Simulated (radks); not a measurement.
Initial-state core-level shifts of neutral bismuth when its valence configuration changes from [Hg] 6p3. Method: scalar-relativistic Kohn-Sham, PBEsol, spin-polarised, spherical densities, finite nucleus; open shells are filled with parallel spins first (spin-orbit coupling, left out, can overturn this in heavy ions); Fermi nuclear charge, rms radius 5.5211 fm; computed with a radial shooting solver on a logarithmic mesh with Libxc functionals. Shifts are changes of the shell-averaged eigenvalues in eV (positive: less bound); the change of the density at the nucleus, which sets a Mossbauer isomer shift, is in e/bohr^3, on a base of 3.209e+06.

valence	1s	3s	3d	5s	density at nucleus
[Xe] 4f14 5d9.5 6s2 6p3.5	-3.175	-3.219	-3.233	-2.928	+44.9
[Xe] 4f14 5d10 6s1 6p4	-1.855	-1.838	-1.835	-1.828	-315.7
[Xe] 4f14 5d10 6s1.5 6p3.5	-0.934	-0.926	-0.924	-0.921	-156.3
[Xe] 4f13 5d10 6s2 6p4	-21.313	-25.122	-24.940	-10.579	+323.1
[Xe] 4f12 5d10 6s2 6p5	-43.295	-51.064	-50.705	-21.185	+660.1
[Xe] 4f13 5d10 6s1 6p5	-23.060	-26.856	-26.671	-12.290	-27.4
[Xe] 4f14 5d10 6p5	-3.736	-3.699	-3.693	-3.663	-641.1
